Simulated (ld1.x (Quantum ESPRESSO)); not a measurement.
Varying the RRKJ potential for nickel (Ni)

Base potential:

ld1.x (Quantum ESPRESSO) 7.5 input, shortened:

```
&input
   title='Ni', zed=28., rel=1, dft='PBE', iswitch=3,
   config='[Ar] 3d7 4s0 4p0'
 /
 &inputp
   pseudotype=2, tm=.false., rho0=0.001, lloc=0,
   nlcc=.true., new_core_ps=.true., rcore=0.40
 /
3
4P  2  1   0.00   0.00  1.65  1.65  0.0
3D  3  2   7.00   0.00  0.85  0.85  0.0
4S  1  0   0.00   0.00  1.65  1.65  0.0
 &test
   configts(1)='3d7 4s0 4p0'
 /
```

All-electron outer shells of the reference configuration (PBE, scalar-relativistic, ld1.x):

```json
{"shell": "3p", "level (eV)": "-110.71", "outermost node (bohr)": "0.27", "outermost maximum (bohr)": "0.64"}
{"shell": "3d", "level (eV)": "-47.06", "outermost node (bohr)": "–", "outermost maximum (bohr)": "0.62"}
{"shell": "4s", "level (eV)": "-33.48", "outermost node (bohr)": "0.90", "outermost maximum (bohr)": "1.88"}
{"shell": "4p", "level (eV)": "-25.45", "outermost node (bohr)": "0.96", "outermost maximum (bohr)": "2.15"}
```

Cutoffs, loose and tight: the cutoffs (Ry, on a coarse ladder) from which the occupation-weighted sum of valence levels, in a spherical-Bessel basis at the reference potential, stays within 10 and 1 mRy of its value at 400 Ry. They do not see the model core or the augmentation charge, which bear on the density cutoff. Test errors are all-electron minus pseudo excitation energies from the reference, over the configurations 3d8 4s2 4p0; 3d8 4s1 4p0; 3d8 4s0 4p0; 3d8.5 4s1.5 4p0; 3d8 4s0 4p1; 3d7 4s2 4p1; 3d8 4s0 4p2. A dash means not determined; rows that change the core or the reference have their own tests.

A true bound ghost makes a file unfit for plane-wave use even where its test errors are small: the radial tests pick states by their node count and pass the ghost by.

| change | outcome | cutoff, loose | cutoff, tight | bound ghosts | largest test error (meV) |
| --- | --- | --- | --- | --- | --- |
| base | generated | 230 Ry | 300 Ry | p | -797 |
| wave 3d (bound): rc 0.85 bohr becomes 3d (bound): rc 0.58 bohr | generated | over 300 Ry | over 300 Ry | p | -810 |
| wave 3d (bound): rc 0.85 bohr becomes 3d (bound): rc 0.66 bohr | generated | over 300 Ry | over 300 Ry | p | -807 |
| wave 3d (bound): rc 0.85 bohr becomes 3d (bound): rc 0.78 bohr | generated | 260 Ry | 300 Ry | p | -802 |
| wave 3d (bound): rc 0.85 bohr becomes 3d (bound): rc 1.06 bohr | generated | 160 Ry | 230 Ry | p | -769 |
| wave 3d (bound): rc 0.85 bohr becomes 3d (bound): rc 1.16 bohr | generated | 140 Ry | 200 Ry | p | -753 |

Question: What comes out with this change to the base: wave 3d (bound): rc 0.85 bohr becomes 3d (bound): rc 0.90 bohr?

Answer: outcome: generated; cutoff, loose: 200 Ry; cutoff, tight: 300 Ry; bound ghosts: p; largest test error (meV): -793.

Question: What comes out with this change to the base: wave 3d (bound): rc 0.85 bohr becomes 3d (bound): rc 0.98 bohr?

Answer: outcome: generated; cutoff, loose: 180 Ry; cutoff, tight: 260 Ry; bound ghosts: p; largest test error (meV): -785.

Question: What comes out with this change to the base: wave 3d (bound): rc 0.85 bohr becomes 3d (bound): rc 1.28 bohr?

Answer: outcome: generated; cutoff, loose: 110 Ry; cutoff, tight: 160 Ry; bound ghosts: p; largest test error (meV): -720.

Reading the sweep of the d radius (base included, trends over the rows without a ghost): Bound ghosts are found at 0.58, 0.66, 0.78, 0.85, 0.9, 0.98, 1.06, 1.16, 1.28 bohr. Every judged row has one, so this setting neither creates nor removes them.
